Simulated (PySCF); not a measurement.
AlBFH$_{3}$N, C$_{2}$H$_{8}$AlN, BH$_{3}$O$_{2}$Si, CH$_{4}$B$_{3}$ and others (calculated)

All values are calculated (PySCF 2.14.0). Calculation on a computer-drawn molecule: optimised geometry and harmonic frequencies of an isolated molecule of the commonest isotopes, restricted reference for singlets and unrestricted otherwise, frozen core in MP2.

(1) AlBFH$_{3}$N

Start structure:
```xyz
7
AlBFH3N
N     -1.4574    -0.1503     0.3902
Al     0.0564     0.5576     1.0749
B      1.8317     1.3396     1.6440
F      2.0979     2.3745     0.7736
H     -1.9838    -0.9558     0.8142
H     -1.8337     0.0460    -0.5105
H      2.0728     1.5738     2.7531
```

It was run with charge 0, multiplicity 2, method HF and basis cc-pV(D+d)Z.

The calculation gives: rotational constants 18.18, 2.439, 2.323 GHz; total energy -422.2810 hartree; spin squared 0.7812; convergence status largest gradient component 1.785e-06 hartree/bohr.

Drawn bonds:
| atom | other atom | order |
| --- | --- | --- |
| 1 | 2 | 1 |
| 2 | 3 | 1 |
| 3 | 4 | 1 |
| 1 | 5 | 1 |
| 1 | 6 | 1 |
| 3 | 7 | 1 |

Optimised structure:
```xyz
7
AlBFH3N
N     -1.3396    -0.0654     0.4171
Al    -0.5708     1.4289     0.9830
B      1.5139     1.4517     1.6103
F      2.4685     1.8260     0.7475
H     -0.8914    -0.9586     0.3187
H     -2.2969    -0.1450     0.1267
H      1.9001     1.2478     2.7362
```

Modes:
| frequency (cm⁻¹) | reduced mass (dalton) |
| --- | --- |
| 62.38 | 4.044 |
| 156.3 | 2.829 |
| 216.1 | 4.017 |
| 374.2 | 1.327 |
| 471.4 | 1.262 |
| 517.4 | 3.44 |
| 649.7 | 1.232 |
| 782.8 | 1.757 |
| 835 | 5.381 |
| 1147 | 1.482 |
| 1267 | 4.111 |
| 1676 | 1.108 |
| 2648 | 1.088 |
| 3764 | 1.052 |
| 3847 | 1.093 |

(2) C$_{2}$H$_{8}$AlN

Start structure:
```xyz
12
C2H8AlN
C      0.5596     2.5333    -1.8685
N      1.4634     1.7117    -2.5523
C      2.3740     0.9698    -1.6783
Al     1.0467     0.0846    -0.3908
H     -0.2079     2.8434    -2.5355
H      0.0579     1.9989    -0.9842
H      1.0646     3.3262    -1.4401
H      0.9772     0.9691    -3.1109
H      3.0929     0.4042    -2.2277
H      2.9804     1.7700    -1.1574
H     -0.1017    -0.5832    -1.2774
H      0.9526     0.0446     1.1565
```

Settings of this run: charge 0, multiplicity 1, method HF and basis cc-pV(D+d)Z.

Results for C$_{2}$H$_{8}$AlN: rotational constants 11.99, 3.012, 2.688 GHz; total energy -376.7278 hartree; convergence status largest gradient component 4.229e-05 hartree/bohr.

Drawn bonds:
| atom | other atom | order |
| --- | --- | --- |
| 1 | 2 | 1 |
| 2 | 3 | 1 |
| 3 | 4 | 1 |
| 1 | 5 | 1 |
| 1 | 6 | 1 |
| 1 | 7 | 1 |
| 2 | 8 | 1 |
| 3 | 9 | 1 |
| 3 | 10 | 1 |
| 4 | 11 | 1 |
| 4 | 12 | 1 |

Optimised structure:
```xyz
12
C2H8AlN
C      0.5428     2.7159    -2.0929
N      1.4650     1.7145    -2.5729
C      2.1739     1.0168    -1.4921
Al     1.1183    -0.1901    -0.3086
H     -0.0138     3.1419    -2.9290
H     -0.1923     2.3419    -1.3575
H      1.0953     3.5285    -1.6149
H      0.9615     1.0468    -3.1307
H      2.9766     0.4157    -1.9445
H      2.7153     1.7657    -0.9010
H     -0.2809    -0.7483    -0.8073
H      1.6980    -0.6766     1.0849
```

Modes:
| frequency (cm⁻¹) | reduced mass (dalton) |
| --- | --- |
| 97.12 | 1.877 |
| 142.1 | 1.24 |
| 177.6 | 1.546 |
| 295.1 | 1.303 |
| 382 | 1.434 |
| 492 | 1.362 |
| 521.1 | 2.128 |
| 657.2 | 2.178 |
| 749.7 | 1.428 |
| 844.3 | 1.108 |
| 884.6 | 1.339 |
| 1008 | 2.13 |
| 1163 | 1.211 |
| 1219 | 1.68 |
| 1262 | 2.298 |
| 1335 | 1.352 |
| 1394 | 1.442 |
| 1533 | 1.083 |
| 1569 | 1.184 |
| 1590 | 1.068 |
| 1600 | 1.081 |
| 1626 | 1.166 |
| 1963 | 1.056 |
| 1971 | 1.029 |
| 3055 | 1.063 |
| 3117 | 1.067 |
| 3169 | 1.092 |
| 3205 | 1.072 |
| 3256 | 1.103 |
| 3739 | 1.075 |

(3) BH$_{3}$O$_{2}$Si

Start structure:
```xyz
7
BH3O2Si
B     -2.3984    -2.6360    -0.7405
O     -2.6411    -1.4788    -0.0776
Si    -1.5955    -0.4469     0.7540
O     -2.6825     0.6791     1.2366
H     -1.2809    -3.0826    -0.8014
H     -3.3203    -3.2016    -1.2625
H     -3.5977     0.5822     1.0027
```

Here we set charge 0, multiplicity 1, method MP2 and basis cc-pV(D+d)Z.

Results for BH$_{3}$O$_{2}$Si: rotational constants 22.42, 3.764, 3.223 GHz; total energy -465.7292 hartree; convergence status largest gradient component 1.84e-05 hartree/bohr.

Drawn bonds:
| atom | other atom | order |
| --- | --- | --- |
| 1 | 2 | 1 |
| 2 | 3 | 1 |
| 3 | 4 | 1 |
| 1 | 5 | 1 |
| 1 | 6 | 1 |
| 4 | 7 | 1 |

Optimised structure:
```xyz
7
BH3O2Si
B     -2.4095    -2.6375    -0.7435
O     -2.7462    -1.4755    -0.0957
Si    -1.5986    -0.4782     0.7340
O     -2.6392     0.7053     1.2609
H     -1.2611    -3.0243    -0.7617
H     -3.2928    -3.2534    -1.2891
H     -3.5690     0.5790     1.0064
```

Modes:
| frequency (cm⁻¹) | reduced mass (dalton) |
| --- | --- |
| 80.91 | 3.433 |
| 187.4 | 3.307 |
| 266.5 | 1.204 |
| 318 | 4.282 |
| 556.3 | 1.154 |
| 660.4 | 5.543 |
| 809.4 | 1.773 |
| 891.8 | 3.564 |
| 1040 | 1.422 |
| 1096 | 1.366 |
| 1205 | 1.924 |
| 1353 | 1.952 |
| 2601 | 1.051 |
| 2693 | 1.128 |
| 3808 | 1.066 |

(4) CH$_{4}$B$_{3}$

Start structure:
```xyz
8
CH4B3
B     -2.9811    -1.2193     1.6515
C     -3.2383    -0.1519     0.6553
B     -3.7522    -0.4861    -0.6071
B     -3.0525     1.4214     1.1657
H     -2.6856    -2.0732     2.4169
H     -4.1638    -0.6769    -1.6208
H     -2.0028     1.7719     0.9010
H     -3.9714     1.9370     1.6392
```

Here we set charge 1, multiplicity 1, method HF and basis cc-pVDZ.

Results for CH$_{4}$B$_{3}$: rotational constants 11.08, 9.986, 5.252 GHz; total energy -113.9271 hartree; convergence status largest gradient component 2.494e-05 hartree/bohr.

Drawn bonds:
| atom | other atom | order |
| --- | --- | --- |
| 1 | 2 | 2 |
| 2 | 3 | 1 |
| 2 | 4 | 1 |
| 1 | 5 | 1 |
| 3 | 6 | 1 |
| 4 | 7 | 1 |
| 4 | 8 | 1 |

Optimised structure:
```xyz
8
CH4B3
B     -3.1196    -1.1922     1.7469
C     -3.2763    -0.2780     0.6811
B     -3.5779    -0.4464    -0.6888
B     -3.0727     1.2529     1.1064
H     -2.9773    -1.8991     2.6708
H     -3.8247    -0.5187    -1.8323
H     -3.1840     2.0993     0.2770
H     -2.8153     1.5052     2.2407
```

Modes:
| frequency (cm⁻¹) | reduced mass (dalton) |
| --- | --- |
| 119.2 | 2.601 |
| 173.4 | 2.587 |
| 245.5 | 2.967 |
| 358.9 | 1.027 |
| 803.7 | 2.29 |
| 815.1 | 1.281 |
| 838.4 | 1.415 |
| 838.9 | 1.309 |
| 924.3 | 1.318 |
| 929.7 | 2.289 |
| 1049 | 1.352 |
| 1206 | 6.293 |
| 1318 | 1.118 |
| 1676 | 6.487 |
| 2733 | 1.046 |
| 2845 | 1.135 |
| 2980 | 1.122 |
| 2984 | 1.133 |

(5) C$_{2}$H$_{8}$OSi

Start structure:
```xyz
12
C2H8OSi
C     -1.5191    -2.7516    -1.2220
O     -1.5502    -1.3858    -0.7177
Si    -0.7951    -0.7547     0.5123
C      1.0783    -0.8870     0.4269
H     -2.1309    -2.6873    -2.1400
H     -0.4595    -2.9542    -1.5705
H     -1.8830    -3.3263    -0.5092
H     -1.1101    -1.4023     1.8351
H     -1.3303     0.6373     0.3464
H      1.6035    -0.3240     1.2213
H      1.4879    -0.4886    -0.6008
H      1.4886    -1.8808     0.3895
```

Here we set charge 0, multiplicity 1, method HF and basis cc-pV(D+d)Z.

Results for C$_{2}$H$_{8}$OSi: rotational constants 10.98, 3.6, 3.024 GHz; total energy -444.2369 hartree; convergence status largest gradient component 1.017e-05 hartree/bohr.

Drawn bonds:
| atom | other atom | order |
| --- | --- | --- |
| 1 | 2 | 1 |
| 2 | 3 | 1 |
| 3 | 4 | 1 |
| 1 | 5 | 1 |
| 1 | 6 | 1 |
| 1 | 7 | 1 |
| 3 | 8 | 1 |
| 3 | 9 | 1 |
| 4 | 10 | 1 |
| 4 | 11 | 1 |
| 4 | 12 | 1 |

Optimised structure:
```xyz
12
C2H8OSi
C     -1.5181    -2.7159    -1.2445
O     -1.4747    -1.3685    -0.8686
Si    -0.7499    -0.7270     0.4657
C      1.1178    -0.8339     0.3804
H     -2.2116    -2.8179    -2.0783
H     -0.5359    -3.0728    -1.5681
H     -1.8670    -3.3522    -0.4253
H     -1.2211    -1.4444     1.6782
H     -1.1831     0.6832     0.5260
H      1.5619    -0.3651     1.2641
H      1.5007    -0.3189    -0.5050
H      1.4612    -1.8719     0.3467
```

Modes:
| frequency (cm⁻¹) | reduced mass (dalton) |
| --- | --- |
| 69.67 | 1.826 |
| 93.9 | 1.246 |
| 165.3 | 1.119 |
| 223 | 2.457 |
| 290.2 | 3.18 |
| 535.4 | 1.1 |
| 689.5 | 2.941 |
| 784.5 | 2.161 |
| 808.2 | 1.459 |
| 813.8 | 1.676 |
| 947.7 | 1.269 |
| 1015 | 1.249 |
| 1035 | 1.083 |
| 1235 | 4.266 |
| 1272 | 1.272 |
| 1306 | 1.542 |
| 1393 | 1.266 |
| 1549 | 1.05 |
| 1553 | 1.05 |
| 1598 | 1.138 |
| 1601 | 1.049 |
| 1607 | 1.046 |
| 2280 | 1.042 |
| 2332 | 1.038 |
| 3159 | 1.035 |
| 3164 | 1.036 |
| 3223 | 1.106 |
| 3242 | 1.101 |
| 3251 | 1.102 |
| 3271 | 1.102 |

(6) CHBFO

Start structure:
```xyz
5
CHBFO
O      2.1818     0.9497    -2.1647
C      1.8946     0.2849    -1.1731
B      1.1308    -0.8860    -0.8723
F      0.1394    -1.1677     0.0970
H      2.7985     0.3104    -0.3400
```

It was run with charge -1, multiplicity 1, method HF and basis aug-cc-pVDZ.

The calculation gives: rotational constants 36.02, 4.454, 4.286 GHz; total energy -237.4287 hartree; convergence status largest gradient component 3.606e-05 hartree/bohr.

Drawn bonds:
| atom | other atom | order |
| --- | --- | --- |
| 1 | 2 | 1 |
| 2 | 3 | 2 |
| 3 | 4 | 1 |
| 2 | 5 | 1 |

Optimised structure:
```xyz
5
CHBFO
O      1.9753     0.9865    -2.0528
C      2.0169     0.2052    -1.1292
B      1.1950    -1.1667    -0.8869
F      0.1301    -0.8985    -0.0237
H      2.8277     0.3649    -0.3605
```

Modes:
| frequency (cm⁻¹) | reduced mass (dalton) |
| --- | --- |
| 147.4 | 4.887 |
| 289.7 | 3.334 |
| 439.2 | 7.963 |
| 748.9 | 4.802 |
| 969.7 | 3.437 |
| 1077 | 3.674 |
| 1464 | 1.266 |
| 1812 | 11.65 |
| 2799 | 1.078 |

(7) BFH$_{6}$Si$_{2}$

Start structure:
```xyz
10
BFH6Si2
F     -5.1061     0.3149     0.6147
Si    -3.4974     0.0759     0.4041
B     -3.2030    -1.7043    -0.5230
Si    -1.4200    -2.3646    -1.0154
H     -2.9224     0.1161     1.7797
H     -3.1344     1.2211    -0.3393
H     -4.1509    -2.3382    -0.7748
H     -0.2883    -1.5543    -0.6388
H     -1.1660    -3.7362    -0.4355
H     -1.3039    -2.5943    -2.4367
```

Settings of this run: charge 0, multiplicity 1, method HF and basis cc-pV(D+d)Z.

The calculation gives: rotational constants 16.67, 1.41, 1.341 GHz; total energy -705.5087 hartree; convergence status largest gradient component 1.866e-05 hartree/bohr.

Drawn bonds:
| atom | other atom | order |
| --- | --- | --- |
| 1 | 2 | 1 |
| 2 | 3 | 1 |
| 3 | 4 | 1 |
| 2 | 5 | 1 |
| 2 | 6 | 1 |
| 3 | 7 | 1 |
| 4 | 8 | 1 |
| 4 | 9 | 1 |
| 4 | 10 | 1 |

Optimised structure:
```xyz
10
BFH6Si2
F     -5.1348     0.3641     0.6714
Si    -3.5585     0.0697     0.4219
B     -3.2364    -1.6973    -0.5134
Si    -1.3834    -2.3954    -1.0198
H     -2.9048     0.0769     1.7490
H     -3.0363     1.1906    -0.3898
H     -4.1675    -2.3977    -0.8019
H     -0.2777    -1.4966    -0.6053
H     -1.1708    -3.7195    -0.3825
H     -1.3221    -2.5588    -2.4946
```

Modes:
| frequency (cm⁻¹) | reduced mass (dalton) |
| --- | --- |
| 45.8 | 2.025 |
| 60.47 | 1.38 |
| 112.3 | 4.315 |
| 236.4 | 8.522 |
| 388.2 | 1.148 |
| 476.2 | 1.87 |
| 498 | 1.108 |
| 684.9 | 1.991 |
| 740.6 | 2.665 |
| 771.1 | 1.492 |
| 838.4 | 1.204 |
| 870.3 | 6.438 |
| 919.8 | 1.202 |
| 989.7 | 1.125 |
| 1008 | 1.072 |
| 1025 | 1.068 |
| 1034 | 1.035 |
| 1053 | 1.491 |
| 2291 | 1.048 |
| 2292 | 1.05 |
| 2300 | 1.022 |
| 2317 | 1.052 |
| 2321 | 1.029 |
| 2711 | 1.092 |

(8) BFH$_{6}$Si$_{2}$

Start structure:
```xyz
10
BFH6Si2
B      0.9259     1.5801     0.7295
Si     0.8343     0.7197     2.5377
F      0.3053     1.7933     3.6755
Si    -0.5868    -1.0439     2.6851
H      1.4731     1.0864    -0.0791
H      0.2743     2.5622     0.5882
H      2.1797     0.3271     3.1573
H     -0.7815    -1.6025     4.0718
H     -0.0783    -2.2205     1.8068
H     -1.9555    -0.7545     2.1434
```

Here we set charge 0, multiplicity 1, method HF and basis cc-pV(D+d)Z.

It finds rotational constants 5.456, 2.737, 2.037 GHz; total energy -705.5111 hartree; convergence status largest gradient component 2.274e-05 hartree/bohr.

Drawn bonds:
| atom | other atom | order |
| --- | --- | --- |
| 1 | 2 | 1 |
| 2 | 3 | 1 |
| 2 | 4 | 1 |
| 1 | 5 | 1 |
| 1 | 6 | 1 |
| 2 | 7 | 1 |
| 4 | 8 | 1 |
| 4 | 9 | 1 |
| 4 | 10 | 1 |

Optimised structure:
```xyz
10
BFH6Si2
B      0.9062     1.5915     0.7774
Si     0.7958     0.7669     2.6232
F      0.2291     1.8345     3.7187
Si    -0.6196    -1.1332     2.6745
H      1.3792     0.9507    -0.1206
H      0.4979     2.6906     0.5327
H      2.1521     0.3761     3.0775
H     -0.7225    -1.6620     4.0545
H     -0.0516    -2.1817     1.7919
H     -1.9760    -0.7861     2.1862
```

Modes:
| frequency (cm⁻¹) | reduced mass (dalton) |
| --- | --- |
| 94.33 | 1.075 |
| 123 | 2.279 |
| 161.3 | 1.654 |
| 199.7 | 2.475 |
| 230.2 | 2.728 |
| 422.9 | 3.923 |
| 508 | 1.197 |
| 550.9 | 1.363 |
| 625.7 | 1.949 |
| 693.4 | 1.842 |
| 762.7 | 1.241 |
| 849.4 | 2.514 |
| 903.2 | 1.674 |
| 963.4 | 1.244 |
| 999.9 | 1.245 |
| 1020 | 1.038 |
| 1024 | 1.041 |
| 1258 | 1.157 |
| 2294 | 1.039 |
| 2303 | 1.048 |
| 2305 | 1.035 |
| 2314 | 1.039 |
| 2681 | 1.055 |
| 2766 | 1.124 |

(9) BH$_{2}$O$_{2}$Si

Start structure:
```xyz
6
BH2O2Si
B     -0.7845     0.9348    -0.1402
Si     1.1551     1.3471    -0.0798
O      1.7405     2.7178    -0.0588
O      2.0874     0.0533    -0.1851
H     -1.7641     0.7936     0.3647
H      1.7927    -0.8586    -0.2207
```

Here we set charge 0, multiplicity 2, method HF and basis cc-pV(D+d)Z.

Results for BH$_{2}$O$_{2}$Si: rotational constants 7.702, 7.37, 3.786 GHz; total energy -464.4839 hartree; spin squared 0.7614; convergence status largest gradient component 4.11e-05 hartree/bohr.

Drawn bonds:
| atom | other atom | order |
| --- | --- | --- |
| 1 | 2 | 1 |
| 2 | 3 | 2 |
| 2 | 4 | 1 |
| 1 | 5 | 1 |
| 4 | 6 | 1 |

Optimised structure:
```xyz
6
BH2O2Si
B     -0.7391     0.9448    -0.1951
Si     1.1814     1.3523    -0.0952
O      1.7064     2.7495    -0.0497
O      2.0954     0.0218    -0.1607
H     -1.7459     0.7669     0.4056
H      1.7289    -0.8473    -0.2247
```

Modes:
| frequency (cm⁻¹) | reduced mass (dalton) |
| --- | --- |
| 202.3 | 3.294 |
| 303.9 | 1.17 |
| 324.2 | 2.16 |
| 360 | 7.229 |
| 427.9 | 2.146 |
| 507.5 | 1.391 |
| 703.1 | 3.925 |
| 806.3 | 1.303 |
| 946.4 | 11.55 |
| 1366 | 17.52 |
| 2846 | 1.099 |
| 4178 | 1.068 |

(10) AlBH$_{2}$NO

Start structure:
```xyz
6
AlBH2NO
B     -2.1137    -1.0055    -1.1907
N     -2.0690    -0.0167    -0.3571
Al    -1.9506     1.2956     0.8523
O     -1.8562     2.4736     1.8366
H     -2.2526    -1.8888    -1.8596
H     -1.7501     3.1732     2.4180
```

It was run with charge 1, multiplicity 1, method HF and basis cc-pV(D+d)Z.

Results for AlBH$_{2}$NO: rotational constants 2.748, 2.748 GHz; total energy -396.9391 hartree; convergence status largest gradient component 1.014e-05 hartree/bohr.

Drawn bonds:
| atom | other atom | order |
| --- | --- | --- |
| 1 | 2 | 1 |
| 2 | 3 | 2 |
| 3 | 4 | 1 |
| 1 | 5 | 1 |
| 4 | 6 | 1 |

Optimised structure:
```xyz
6
AlBH2NO
B     -2.1492    -0.9762    -1.1273
N     -2.0616    -0.0160    -0.3056
Al    -1.9456     1.2535     0.7809
O     -1.8354     2.4593     1.8130
H     -2.2300    -1.8624    -1.8857
H     -1.7704     3.1733     2.4242
```

Modes:
| frequency (cm⁻¹) | reduced mass (dalton) |
| --- | --- |
| 115.9 | 4.244 |
| 115.9 | 4.244 |
| 231.8 | 10.75 |
| 231.8 | 10.75 |
| 279.2 | 1.106 |
| 279.2 | 1.106 |
| 710.1 | 8.104 |
| 841.9 | 1.349 |
| 841.9 | 1.349 |
| 1184 | 11.99 |
| 1882 | 5.925 |
| 3010 | 1.172 |
| 4237 | 1.073 |
